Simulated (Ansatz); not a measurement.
Ideal-gas functions of GaH4SbSe, SMILES `[GaH2][SbH][SeH]` at 400 K and 1 bar, from an Ansatz frequency run at PBE0-D4/def2-TZVP.

Molar mass 274.47 g/mol, point group C1 (symmetry number 1), electronic degeneracy 1, moments of inertia 224.835, 548.177, 766.054 u Å². Harmonic wavenumbers (cm⁻¹, unscaled): 53, 111, 156, 209, 235, 359, 413, 578, 601, 669, 730, 1912, 1949, 1968, 2436.

Use S(trans) = R[1.5 ln M + 2.5 ln T − 1.1517]; rotational temperatures θ = 24.2544 K / I; S(rot) = R[ln(√π/σ · √(T³/θAθBθC)) + 1.5]; for each mode x = 1.438777 ν̃/T, S = R[x/(eˣ − 1) − ln(1 − e⁻ˣ)] and H = RT x/(eˣ − 1); 1 cm⁻¹ = 0.0119627 kJ/mol; R = 8.31446 J/(mol·K).

Q: By hand: the entropy, in J/(mol·K).

A: Translation 185.0. Rotation: θ = 0.1079, 0.0442, 0.0317 K, giving 128.5. Vibration, mode by mode: 22.11, 16.00, 13.23, 10.88, 9.96, 6.74, 5.75, 3.58, 3.36, 2.77, 2.33, 0.07, 0.06, 0.06, 0.01, in all 96.9. Electronic 0.0. Sum 410.4 J/(mol·K).

Q: By hand: H − E and G − E in kJ/mol, counted from the electronic energy.

A: Zero-point energy ½ × 12379 × 0.0119627 = 74.0; thermal vibration 19.1; translation, rotation and pV give 4 RT = 13.3. H − E = 106.4 kJ/mol, and G − E = 106.4 − 400 × 410.4/1000 = -57.8 kJ/mol.

Vibration gives 24 % of the entropy, 38.1 J/(mol·K) of it from the modes under 150 cm⁻¹: soft modes count most, and the harmonic formula is weakest for them. The sum counts one conformer and one mirror image; others add a mixing term.
